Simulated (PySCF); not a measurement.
Radial density of F- (fluorine, charge -1)

UHF, [Ne], closed-shell 1S. Computed with PySCF 2.14 in x2c-TZVPPall with one added diffuse shell each of s, p, d type (6s4p3d1f, 40 functions), with scalar relativity by spin-free X2C-1e.

| r (bohr) | 4πr²ρ (e/bohr) |
| --- | --- |
| 0.00240 | 0.03299 |
| 0.00403 | 0.08997 |
| 0.00678 | 0.2378 |
| 0.0114 | 0.6120 |
| 0.0192 | 1.492 |
| 0.0323 | 3.319 |
| 0.0543 | 6.311 |
| 0.0913 | 9.262 |
| 0.154 | 8.961 |
| 0.258 | 5.187 |
| 0.434 | 4.473 |
| 0.731 | 6.363 |
| 1.23 | 4.347 |
| 2.07 | 1.269 |
| 3.48 | 0.1722 |
| 5.85 | 0.006984 |

Densities and radii are taken from the X2C orbitals without a picture-change correction, which distorts them close to the nucleus.
